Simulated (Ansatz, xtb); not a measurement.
# Relative energy of two isomers of ClGe2H7Si

Structure X is `Cl[SiH2][GeH2][GeH3]`, a singlet and structure Y is `[Cl][GeH2][SiH2][GeH3]`, a singlet. Both are isolated molecules in the gas phase, relaxed with B3LYP-D3(BJ)/def2-SVP, each in the lowest conformer that the search found.

X (Å):

```yaml
atoms:
  - { symbol: Cl, position_ang: [-2.4592, -2.0154, 0.6547] }
  - { symbol: Ge, position_ang: [0.7980, -0.5322, 0.9898] }
  - { symbol: Ge, position_ang: [0.6672, -1.7591, 3.0963] }
  - { symbol: Si, position_ang: [-0.7863, -1.5180, -0.5046] }
  - { symbol: H, position_ang: [-1.2358, -0.6115, -1.5973] }
  - { symbol: H, position_ang: [-0.2530, -2.7742, -1.1011] }
  - { symbol: H, position_ang: [0.4531, 0.9560, 1.2161] }
  - { symbol: H, position_ang: [2.2191, -0.6088, 0.3860] }
  - { symbol: H, position_ang: [0.7380, -3.2734, 2.8137] }
  - { symbol: H, position_ang: [-0.6639, -1.4392, 3.8010] }
  - { symbol: H, position_ang: [1.8365, -1.3712, 4.0257] }
```

Y (Å):

```yaml
atoms:
  - { symbol: Cl, position_ang: [-2.5185, -1.9561, 1.0708] }
  - { symbol: Ge, position_ang: [-0.9574, -1.4860, -0.4093] }
  - { symbol: Ge, position_ang: [0.7865, -1.6953, 3.0430] }
  - { symbol: Si, position_ang: [0.8812, -0.6574, 0.8865] }
  - { symbol: H, position_ang: [-1.5888, -0.4816, -1.3954] }
  - { symbol: H, position_ang: [-0.6517, -2.8088, -1.1417] }
  - { symbol: H, position_ang: [0.7592, 0.8256, 1.0060] }
  - { symbol: H, position_ang: [2.1582, -0.9753, 0.1792] }
  - { symbol: H, position_ang: [0.6234, -3.2187, 2.8793] }
  - { symbol: H, position_ang: [-0.4005, -1.1348, 3.8454] }
  - { symbol: H, position_ang: [2.0931, -1.4175, 3.8181] }
```

Problem. Which of the two would you expect CCSD(T)/def2-SVP + ΔMP2/def2-TZVPP electronic energies to favour?

Solution. Structure X; the calculation gives E(Y) − E(X) = +0.340 eV.

How the difference moves with the method:

```csv
level,geometry,E(Y) − E(X) (eV),departure from the last row (eV),"job, with rough time for the two"
B3LYP-D3(BJ)/def2-SVP,B3LYP-D3(BJ)/def2-SVP,+0.264,−0.076,"optimisation, 11 min"
HF/def2-SVP,B3LYP-D3(BJ)/def2-SVP,+0.260,−0.081,part of the CCSD(T) run
MP2/def2-SVP,B3LYP-D3(BJ)/def2-SVP,+0.319,−0.022,part of the CCSD(T) run
CCSD(T)/def2-SVP,B3LYP-D3(BJ)/def2-SVP,+0.284,−0.057,single point
CCSD(T)/def2-SVP + ΔMP2/def2-TZVPP,B3LYP-D3(BJ)/def2-SVP,+0.340,,"single point, 3.2 min"
```

As drawn, Y has 1 Cl–Ge, 1 Ge–Si in place of 1 Cl–Si, 1 Ge–Ge.

None of the levels shown reverses the order. The largest departure from CCSD(T)/def2-SVP + ΔMP2/def2-TZVPP is that of HF/def2-SVP, 0.081 eV. A small imaginary or near-zero mode remains, so no thermal terms are given. Levels run at GFN2-xTB geometries aren't shown. The last row adds to CCSD(T) the change of the MP2 difference between the two basis sets, here +0.057 eV.

The correlated steps freeze 28 core orbitals; the filled d shell of Ge is correlated, in a basis made for valence electrons. Programs: Ansatz 0.2.0, xtb 6.7.1; the last row on 2 threads of Intel(R) Xeon(R) Processor @ 2.50GHz (Skylake/Cascade Lake) on a shared host.
